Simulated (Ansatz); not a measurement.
Consider the isomerisation: `C[SiH2][SiH](N)Cl` → `[SiH3]CN[SiH2]Cl`.

Computed with Ansatz on PBE0-D4/def2-TZVP structures; ΔE is electronic, products minus reactants. CCSD(T)/CBS is the MP2 limit (def2-TZVPP, def2-QZVPP) plus CCSD(T) − MP2 in def2-TZVPP, frozen cores. DFT in def2-TZVPP. B3LYP here is the variant with VWN-RPA as its local correlation; programs differ in this. One conformer a species, not always the lowest.

`C[SiH2][SiH](N)Cl`:

```xyz
13

C    -1.600    1.639   -0.105
Si   -0.864    0.002   -0.639
Si    1.257   -0.319    0.290
N     1.726   -1.951    0.121
Cl    1.114    0.338    2.270
H    -1.643    1.696    0.985
H    -0.992    2.473   -0.463
H    -2.611    1.759   -0.500
H    -0.767   -0.082   -2.124
H    -1.716   -1.134   -0.180
H     2.345    0.506   -0.292
H     1.077   -2.692    0.333
H     2.676   -2.235    0.303
```

`[SiH3]CN[SiH2]Cl`:

Cartesian coordinates in Å:
```
Si -1.019 -0.450 -1.890
C -0.164 -0.723 -0.230
N -0.076 0.521 0.524
Si 1.172 0.862 1.628
Cl 1.146 -0.310 3.337
H -0.197 0.436 -2.753
H -1.247 -1.749 -2.579
H -2.333 0.207 -1.645
H 0.850 -1.087 -0.429
H -0.666 -1.523 0.331
H -0.964 0.980 0.658
H 2.470 0.570 0.980
H 1.027 2.266 2.067
```

```
   level  ΔE (kJ/mol)
B3LYP-D4         89.5
     PBE         99.7
```

Task: What does CCSD(T)/CBS give? (Best estimate.)

Result: Computed: +91.1 kJ/mol. The listed levels differ from it by -1.6, 8.6 kJ/mol.

Largest T1 diagnostic among the species: 0.011.

In def2-TZVPP, CCSD(T) changes the Hartree–Fock value by +11.2 kJ/mol (the triples alone add +1.4 kJ/mol) and MP2 by +11.1 kJ/mol.

CCSD(T)/CBS has its own doubt, a few kJ/mol and more with outer-core shells, so smaller differences from it don't rank the levels.
